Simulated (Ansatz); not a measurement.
H4GeSSi, SMILES `[SiH3][Ge][SH]` (lower singlet; Si–Ge–S–H torsion 180°) (charge 0, multiplicity 1). This singlet lies 1.25 eV below the relaxed triplet at the level frozen-core CCSD(T)/cc-pVTZ // PBE0-D3(BJ)/def2-TZVP (Ansatz, a program for electronic structure).

The numbers are results of Ansatz with HSE06/cc-pVTZ // PBE0-D3(BJ)/def2-TZVP, not measurements.

Ansatz 0.2 input:
```yaml
crystal:
  periodic: [false, false, false]
  atoms:
    - { symbol: Si, position_ang: [-1.175642, 0.271453, 0.132604] }
    - { symbol: Ge, position_ang: [0.591507, -1.367875, -0.384628] }
    - { symbol: S, position_ang: [2.141208, 0.053165, 0.300957] }
    - { symbol: H, position_ang: [-0.695897, 1.565215, 0.693384] }
    - { symbol: H, position_ang: [-2.127466, -0.342329, 1.103889] }
    - { symbol: H, position_ang: [-1.944818, 0.55173, -1.114809] }
    - { symbol: H, position_ang: [3.211111, -0.731359, 0.069224] }
basis:
  gaussian: { orbitals: cc-pVTZ }
hamiltonian:
  xc: hse06
```

Output:

```
Functional definition: HSE06
1222 factors; their error is unknown
95 factors; integrals over basis functions are off by at most 7.8e-7 eV
mean field evaluation 1: about -75282.2927 eV, gradient 2.0e1 eV
mean field evaluation 2: about -75280.9409 eV, gradient 2.9e1 eV
mean field evaluation 4: about -75283.5442 eV, gradient 1.8e0 eV
mean field evaluation 8: about -75283.5560 eV, gradient 1.5e-2 eV
mean field evaluation 16: about -75283.8072 eV, gradient 3.6e-5 eV
mean field -75283.80719572 eV, -2766.6288852454 hartree, gradient 3.6e-5 eV, S^2 0.000000; 0 other end points of the search recorded, 0 dependent functions left out
reference -75283.80723426 eV, -2766.6288866619 hartree; 33, 33 occupied and 134, 134 virtual orbitals, 1222 factors
Total energy: -75283.80723426 eV, -2766.6288866619 hartree
```
